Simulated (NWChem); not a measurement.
System: C₃H₇B; SMILES C=CBC

```xyz
11

B     -0.7310     0.6364    -0.0566
H     -1.8345     1.1106    -0.1213
C      0.4787     1.6390    -0.0235
H      1.4806     1.2000     0.0347
H      0.3582     2.3273     0.8269
H      0.4409     2.2862    -0.9129
C     -0.6104    -0.9122    -0.0116
C      0.5611    -1.5704     0.0587
H     -1.5161    -1.5220    -0.0381
H      0.6272    -2.6575     0.0890
H      1.5123    -1.0424     0.0888
```
Atoms are numbered in this order, from 1.

Geometry: optimised at B3LYP/6-31G* (spherical d).

### Question
Give the principal values of the shielding tensors (ppm) of B1, C3, C7, C8 from KT2/pcSseg-1, GIAO (NWChem), with their diamagnetic and paramagnetic parts as GIAO splits them.

### Answer
```csv
atom,σ11,σ22,σ33,isotropic,diamagnetic,paramagnetic
B1,-32.1,7.7,119.8,31.8,192.4,-160.6
C3,144.5,182.5,198.8,175.3,253.0,-77.7
C7,-72.0,26.4,175.3,43.2,256.3,-213.1
C8,-64.4,28.6,164.1,42.8,257.8,-215.1
```
